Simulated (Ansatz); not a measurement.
The molecule WF, multiplicity 6 (lowest of 2S+1 = 2, 4, 6, 8 at CCSD(T)/def2-TZVPP on PBE0 minima; our sources give no spin for the ground state, which may be another). No spin–orbit coupling.

The constants come from a fifth-degree fit in 1/R (seven points, main isotopes). Runs in def2 and cc sets follow the lowest solution found near the PBE0 minimum.

Correlated levels freeze the inner cores; with def2 sets outer-core shells near the valence are correlated too.

Programs: Ansatz (Gaussian basis) for Hartree–Fock, density functionals and correlated methods.  In def2 rows elements past Kr take small-core potentials, without spin–orbit coupling.

Energies at CCSD(T)/def2-QZVPP:

```tsv
R (Å)	E (hartree)
1.756756	-166.55776600
1.803981	-166.56499447
1.847428	-166.56861967
1.896541	-166.56993386
1.945655	-166.56891755
2.002325	-166.56553585
2.068439	-166.55941033
```

Q: With a reduced mass of 17.2199 u, find the minimum, the force constant and the constants.

A: A fifth-degree polynomial in 1/R puts the minimum at r_e = 1.8976 Å with force constant 417 N/m. Then ω_e = (1/2πc)√(k/μ) = 641 cm⁻¹ and B_e = h/(8π²cμr_e²) = 0.2719 cm⁻¹; the cubic and quartic terms give α_e = 0.0016 and ω_e x_e = 2.7 cm⁻¹.

Ansatz is a first-principles code.
